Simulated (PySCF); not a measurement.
A structure optimised at PBE-D3(BJ)/def2-SVP, used in a PySCF frequency run:

```xyz
9

F      1.7166    -0.0671    -0.8921
C      0.9627     0.2215     0.2043
C     -0.1008     1.3190     0.0829
C     -0.4917    -0.1209     0.1916
F     -1.0103    -0.7403    -0.8876
F     -1.0692    -0.5707     1.3298
H      1.5151     0.1278     1.1566
H     -0.2610     1.9925     0.9391
H     -0.2094     1.7641    -0.9189
```
Charge 0, spin multiplicity 1.

**Question.** Write its SMILES and formula.

**Answer.** F[C@H]1CC1(F)F, C3H3F3

**Question.** What are its rotational constants (standard atomic weights)?

**Answer.** 5.7281, 2.9808, 2.5850 GHz
